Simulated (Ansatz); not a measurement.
Program: Ansatz. Geometries: PBE0-D4/def2-TZVP. ΔE: electronic, gas phase. CCSD(T)/CBS adds triple-zeta CCSD(T) − MP2 to the extrapolated MP2 energy (def2 sets, frozen cores). This one scheme is used for every species. DFT in def2-TZVPP. One conformer a species, not always the lowest.

Reaction (formal exchange of groups at a B–B bond): `CNBB(O)S` + HCl → `OBS` + `CNBCl`

CCSD(T)/CBS gives -105.3 kJ/mol.

Task: Another level gave -117.2 kJ/mol. Which?
A. r2SCAN0-D4/def2-TZVPP
B. CCSD(T)/def2-TZVPP
C. BHLYP/def2-TZVPP
D. revPBE-D4/def2-TZVPP

Result: C. BHLYP -117.2, revPBE-D4 -99.2, r2SCAN0-D4 -111.6, CCSD(T)/def2-TZVPP -104.4 kJ/mol.

Largest T1 diagnostic among the species: 0.014.

From PBE to PBE0 (25 % exact exchange), in def2-TZVPP and without D4, ΔE moves by −4.2 kJ/mol. The D4 term adds +5.6 kJ/mol with B3LYP and +3.4 kJ/mol with PBE0; it sums over pairs of atoms, weighted by their polarisabilities, and B3LYP, whose exchange is more repulsive, gets the larger term.

B3LYP here is the variant with VWN-RPA as its local correlation; programs differ in this.
